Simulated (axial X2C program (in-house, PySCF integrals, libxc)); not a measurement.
**Outer orbitals of BeSe⁻ at 1.940 Å, PBE**

Calculated with an axial X2C code built on PySCF integrals. Spin-free means the one-electron spin-free X2C Hamiltonian; two-component (2c) means X2C with spin–orbit coupling and atomic mean-field two-electron Coulomb and Gaunt terms, so the difference of the two also holds small scalar two-electron terms. Basis: Se dyall-acv3z [9s10p7d5f1g], Be dyall-av3z [9s9p4d2f] (cores contracted in-house); Gaussian nuclei, density fitting, unrestricted open shells. Masses: Se 79.917 u, Be 9.012 u.

The distance is close to the 2c PBE0 minimum; the highest filled and lowest empty levels are listed.

Spin-free orbitals, state M_S = 1/2, Λ = 0 (beyond evenly filled blocks: σα) (Löwdin shares):

| symmetry | occupied | ε (eV) | atomic character |
| --- | --- | --- | --- |
| σα | yes | -10.61 | 66% Se s, 15% Be p, 8% Be s |
| σβ | yes | -10.57 | 66% Se s, 15% Be p, 8% Be s |
| σα | yes | -2.00 | 65% Se p, 24% Be s, 4% Be p |
| σβ | yes | -1.75 | 69% Se p, 17% Be s, 6% Be p |
| π-α | yes | -0.27 | 68% Se p, 22% Be p, 6% Be d |
| π+α | yes | -0.27 | 68% Se p, 22% Be p, 6% Be d |
| π-β | yes | -0.24 | 70% Se p, 18% Be p, 8% Be d |
| π+β | yes | -0.24 | 70% Se p, 18% Be p, 8% Be d |
| σα | yes | 0.31 | 43% Be p, 34% Be s, 13% Se p |
| σβ | no | 1.89 | 59% Be s, 25% Be p, 7% Se s |
| σα | no | 2.00 | 86% Be p, 12% Be s |
| π-α | no | 2.16 | 98% Be p |
| π+α | no | 2.16 | 98% Be p |

The highest filled level is positive, so this functional does not bind it, and the empty levels of an anion are set by the basis.

Spinors with spin–orbit coupling (state Ω = 1/2):

```
   ω  occupied  ε (eV)              atomic character    λ mixture
 1/2       yes  -10.62   66% Se s, 15% Be p, 8% Be s       100% σ
-1/2       yes  -10.58   66% Se s, 15% Be p, 8% Be s       100% σ
 1/2       yes   -2.01   65% Se p, 24% Be s, 4% Be p       100% σ
-1/2       yes   -1.77   70% Se p, 17% Be s, 6% Be p  99% σ, 1% π
-1/2       yes   -0.35   68% Se p, 21% Be p, 6% Be d  99% π, 1% σ
 1/2       yes   -0.33   69% Se p, 18% Be p, 8% Be d  98% π, 2% σ
 3/2       yes   -0.19   67% Se p, 22% Be p, 6% Be d       100% π
-3/2       yes   -0.15   69% Se p, 19% Be p, 8% Be d       100% π
 1/2       yes    0.32  42% Be p, 33% Be s, 14% Se p  99% σ, 1% π
-1/2        no    1.89   58% Be s, 26% Be p, 7% Se s       100% σ
 1/2        no    2.01            88% Be p, 10% Be s       100% σ
-1/2        no    2.16                      98% Be p       100% π
 3/2        no    2.16                      98% Be p       100% π
```

The highest filled level is positive, so this functional does not bind it, and the empty levels of an anion are set by the basis.

Mulliken charges and populations of the two-component result (they depend on the basis, above all on diffuse functions):

Se -0.88 e (s 7.96 p 16.91 d 10.02), Be -0.12 e (s 2.99 p 1.07 d 0.05). ⟨Lz⟩ = 0.00 ħ and ⟨Sz⟩ = 0.50 ħ (0.01 and 0.49 on the two atoms), which add up to Ω.

The state is a single determinant with fixed occupations, the lowest that a limited PBE0 search found. Density functionals use the spin component along the axis (collinear). The highest occupied level of some functionals is positive through self-interaction error; at Hartree–Fock it is bound.
